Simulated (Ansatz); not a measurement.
Cost and result for the atomization energy of CH3F3SSi (`F[Si](F)(F)CS`) (9 atoms, 8 bonds).

```xyz
9

F     0.4666    0.3846   -2.1754
Si    0.4861    0.8855   -0.6835
F     1.9907    1.0357   -0.2470
F    -0.1697    2.3189   -0.6488
C    -0.4519   -0.2372    0.4375
S     0.2252   -1.9162    0.4428
H    -0.4148    0.1984    1.4397
H    -1.4929   -0.2396    0.1031
H    -0.6394   -2.4300    1.3317
```

The species carries charge 0 and has multiplicity 1. The structure was optimised at the PBE0-D4/def2-TZVP level. It is one conformer, not always the lowest. Program: Ansatz. All runs use 4 threads of an Arm Neoverse V1 on a shared host. Times are those of one run each, without the atoms' runs, and a repeat can differ threefold. Electronic energies, without spin–orbit coupling; frozen cores. CCSD(T)/CBS adds CCSD(T) − MP2 in def2-TZVPP to the MP2 limit, and its time is that of the two runs behind it. T1 = 0.011. B3LYP takes the VWN-RPA correlation (the form of Gaussian; ORCA's B3LYP/G).

CCSD(T)/CBS is a level of theory with its own doubt, some kJ/mol a heavy atom from the limit and from the frozen cores, so smaller differences don't rank the functionals.

```tsv
level	functions	wall time
PBE-D4/def2-TZVPP (with forces)	250	2.7 s
PBE0-D4/def2-TZVPP	250	3.5 s
r2SCAN-D4/def2-TZVPP (with forces)	250	5.5 s
B3LYP-D4/def2-TZVPP (with forces)	250	5.5 s
B2PLYP/def2-TZVPP	250	6.5 s
ωB97X-V/def2-TZVPP	250	8.5 s
ωB97M-V/def2-TZVPP (with forces)	250	12 s
MP2/def2-QZVPP	458	22 s
CCSD(T)/def2-TZVPP	250	3.9 min
CCSD(T)/CBS(def2)	–	4.3 min
```

Task: What atomization energy does each give, and how far from CCSD(T)/CBS? (Estimate.)

Result: The calculation gave: 
```json
{"level": "PBE-D4/def2-TZVPP (with forces)", "atomization (kcal/mol)": "880.2", "difference from CCSD(T)/CBS": "7.9", "per bond": "1.0"}
{"level": "PBE0-D4/def2-TZVPP", "atomization (kcal/mol)": "861.4", "difference from CCSD(T)/CBS": "-10.9", "per bond": "-1.4"}
{"level": "r2SCAN-D4/def2-TZVPP (with forces)", "atomization (kcal/mol)": "870.5", "difference from CCSD(T)/CBS": "-1.8", "per bond": "-0.2"}
{"level": "B3LYP-D4/def2-TZVPP (with forces)", "atomization (kcal/mol)": "860.1", "difference from CCSD(T)/CBS": "-12.2", "per bond": "-1.5"}
{"level": "B2PLYP/def2-TZVPP", "atomization (kcal/mol)": "856.7", "difference from CCSD(T)/CBS": "-15.6", "per bond": "-2.0"}
{"level": "ωB97X-V/def2-TZVPP", "atomization (kcal/mol)": "870.2", "difference from CCSD(T)/CBS": "-2.1", "per bond": "-0.3"}
{"level": "ωB97M-V/def2-TZVPP (with forces)", "atomization (kcal/mol)": "871.0", "difference from CCSD(T)/CBS": "-1.3", "per bond": "-0.2"}
{"level": "MP2/def2-QZVPP", "atomization (kcal/mol)": "891.0", "difference from CCSD(T)/CBS": "18.7", "per bond": "2.3"}
{"level": "CCSD(T)/def2-TZVPP", "atomization (kcal/mol)": "845.8", "difference from CCSD(T)/CBS": "-26.5", "per bond": "-3.3"}
{"level": "CCSD(T)/CBS(def2)", "atomization (kcal/mol)": "872.3", "difference from CCSD(T)/CBS": "0.0", "per bond": "0.0"}
```

From PBE to PBE0 (25 % exact exchange), in def2-TZVPP and without D4, the atomization energy moves by −18.0 kcal/mol: exact exchange takes away binding that semilocal exchange gives to molecules. The D4 term adds +8.5 kcal/mol with B3LYP and +4.4 kcal/mol with PBE0; it sums over pairs of atoms, weighted by their polarisabilities, and B3LYP, whose exchange is more repulsive, gets the larger term. In def2-TZVPP, CCSD(T) changes the Hartree–Fock value by +205.2 kcal/mol (the triples alone add +13.5 kcal/mol) and MP2 by +234.1 kcal/mol; breaking electron pairs costs correlation energy, which Hartree–Fock lacks.
